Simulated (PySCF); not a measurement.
## Continuum solvent and chemical shifts

Geometry:
```csv
atom,x (Å),y (Å),z (Å)
C1,2.639,0.090,0.699
P2,1.016,0.867,0.466
O3,1.049,2.276,-0.037
C4,0.067,-0.307,-0.583
C5,-0.529,-1.461,0.242
C6,-1.974,-1.023,0.587
C7,-2.167,0.360,-0.056
C8,-1.145,0.407,-1.188
H9,2.545,-0.946,1.058
H10,3.169,0.099,-0.265
H11,3.221,0.678,1.422
H12,0.419,0.694,1.757
H13,0.774,-0.654,-1.355
H14,0.065,-1.688,1.143
H15,-0.532,-2.384,-0.357
H16,-2.693,-1.744,0.169
H17,-2.153,-1.000,1.672
H18,-1.938,1.160,0.668
H19,-3.198,0.533,-0.397
H20,-1.504,-0.161,-2.063
H21,-0.899,1.428,-1.516
```

GIAO PBE0/pcSseg-1 in PySCF on one PBE0-D3(BJ)/def2-SVP conformer, non-relativistic, equivalent nuclei averaged. Solvents enter as an IEF-PCM continuum (dichloromethane with ε = 8.9, methanol with ε = 32.6) around the gas-phase geometry. Shifts are referred to TMS computed in the same medium.

Gas phase, δ in ppm: C4 42.7, C8 28.9, C7 26.9, C5 25.6, C6 25.2, C1 14.3, H12 6.59, H21 2.66, H15 1.64, H17 1.62, H19 1.61, H13 1.61, H16 1.59, H18 1.49. Dipole moment 4.11 D.

Q: How does each δ change in the continuum?

A: 
```
atoms                                environment  Δδ, dichloromethane  Δδ, methanol
   C4                         sp3 CH bonded to P                 +0.5          +0.6
   C8                          sp3 CH2 in a ring                 +0.5          +0.6
   C7                          sp3 CH2 in a ring                 +0.7          +0.9
   C5                          sp3 CH2 in a ring                 +0.5          +0.6
   C6                          sp3 CH2 in a ring                 +0.5          +0.5
   C1                  methyl carbon bonded to P                 +0.2          +0.3
  H12  hydrogen on a phosphorus bonded to 2 C, O                +0.02         +0.03
  H21           hydrogen on an sp3 CH2 in a ring                -0.39         -0.47
  H15           hydrogen on an sp3 CH2 in a ring                +0.10         +0.11
  H17           hydrogen on an sp3 CH2 in a ring                +0.03         +0.04
  H19           hydrogen on an sp3 CH2 in a ring                +0.02         +0.02
  H13          hydrogen on an sp3 CH bonded to P                +0.30         +0.35
  H16           hydrogen on an sp3 CH2 in a ring                +0.03         +0.03
  H18           hydrogen on an sp3 CH2 in a ring                -0.08         -0.10
```

Changes are relative to the gas phase. The dipole moment becomes 5.34 D in dichloromethane, 5.56 D in methanol.

Q: Which of the listed nuclei move most (in ppm), and what does the model miss? (N and O are left out, as their reference compounds move with the solvent too.)

A: C7 (sp3 CH2 in a ring, +0.9 ppm) in methanol. A continuum only polarises the solute; specific hydrogen bonds, the anisotropy of aromatic solvents and changes of geometry or conformer are outside it.
